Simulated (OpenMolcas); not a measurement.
Nb III: effect of correlating more closed shells

```
Program             : OpenMolcas 26.06
Basis               : ANO-RCC-VTZP [7s6p4d2f1g]
Scalar Hamiltonian  : DKH2, point nucleus
Active space        : 3 electrons in 6 orbitals (4d 5s)
State averaging     : 2S+1 = 4 even, 20 roots; 2S+1 = 2 even, 70 roots kept (CI in the orbitals of an earlier block)
Spin-orbit coupling : state interaction with AMFI integrals over the reference wave functions, term energies averaged over their components
```

Methods on the same reference wave functions:
A. CASSCF
B. MS-CASPT2, IPEA 0.25 Eh, imaginary shift 0.1 Eh (closed shells correlated: none)
C. MS-CASPT2, IPEA 0.25 Eh, imaginary shift 0.1 Eh (closed shells correlated: 4s 4p)

Energies in cm-1 above 4d3 4F 3/2, the measured ground level; measured values from the list in Shadmi, J. Res. Natl. Bur. Stand. 70A, 435 (1966).

```tsv
Level	A	B	C	Measured
4d3 4F 3/2	0.0	0.0	0.0	0.0
4d3 4F 5/2	523	540	538	516
4d3 4F 7/2	1206	1230	1225	1177
4d3 4F 9/2	2010	2020	2020	1939
4d3 4P 3/2 [61 %]	11300	9100	8830	8608
4d3 4P 1/2 [74 %]	11312	9280	8910	8664
4d3 2G 7/2	11853	10180	9690	9236
4d3 4P 5/2	12230	10360	9860	9594
4d3 2G 9/2	12447	10800	10290	9804
4d3 2P 1/2 [74 %]	13784	10880	11010	
4d3 2H 9/2	16144	14600	13700	12916
4d3 2H 11/2	16527	14990	14050	13264
4d3 2D 3/2(1) [71 %]	16672	13240	13480	
4d3 2D 5/2(1)	16945	13530	13690	13094
4d3 2F 7/2	25140	21550	20480	19861
4d3 2F 5/2	25199	21670	20610	19975
4d2 5s 4F 3/2	26674	26860	26500	25220
4d2 5s 4F 5/2	27175	27350	26990	
4d2 5s 4F 7/2	27853	28040	27680	
4d2 5s 4F 9/2	28703	28910	28550	27374
4d2 5s 4P 1/2	38110	37190	36340	34514
4d2 5s 2F 5/2 [63 %]	38395	34270	34210	33658
4d2 5s 4P 3/2	38400	37370	36570	34807
4d2 5s 2F 7/2	39741	35500	35480	35079
```

Deviations, from unrounded energies. A percentage is the sum of absolute deviations over the sum of measured energies, with the sign that they share, or ± where signs differ.

```csv
Against measurement,Levels,A,B,C
mean absolute deviation (cm-1),19,2800,1100,640
fine structure of the ground term (%),3,+3.0,+4.5,+4.1
other terms of the ground configuration (%),10,+27.3,+8.8,+4.1
other configurations (%),6,+10.2,+5.0,+3.7
```

C lies closest to measurement on these levels and A furthest from it. The largest miss of C in the table is 4d2 5s 4P 1/2, by +1800 cm-1. The ranking rests on the paired levels alone, and a cruder setting can come out closer through cancelling errors.

Between B and C the level of the table that moves most is 4d3 2F 7/2, by 1100 cm-1 (lowest in C, highest in B). Moves below CASPT2's spread within the term are not significant.

The mean deviations of B to C differ by less than CASPT2's widest spread within a term (920 cm-1), so their order carries little weight.

From A to B the spin-free energies of the other terms of 4d3 shown, above 4F, scale by factors of 0.75 to 0.90, as is usual when dynamic correlation screens the repulsion within a d or f shell.

The lowest spin-free term lies below A's lowest term by 0.019 hartree in B, 0.286 hartree in C.

What an inner shell adds also hangs on whether the basis holds functions to correlate it.

Term energies are means over components that CASPT2 splits; among the terms shown or strongly mixed into the levels shown the widest spread is 920 cm-1 (4d2 5s 2F, C). Terms from blocks run as CI alone lack orbitals of their own. Configurations are named by rounded mean occupations; where the s occupation lies near a half they are strongly mixed, a name can repeat and a true partner stay unpaired. A single d shell beside an s shell can misplace configurations of different d count against each other. Without dynamic correlation excited terms often stand tens of per cent too high (terms of higher spin than the ground term too low), and those without a measured partner can miss by more than the paired ones (holds for A). Measured partners are found by configuration, term and J. A level has none where our copy of the source lacks it or the pairing is in doubt (some pairs that miss far off the trend of their configuration count as doubtful), and it then counts in no deviation. Only configurations of the active space appear. Levels that lie high or do not pair safely by name in every column are left out.

A share in square brackets marks a mixed level and gives the weight of the term that names it, the lowest over the columns. A number in round brackets counts repeated terms of one configuration in the order of the reference energies.
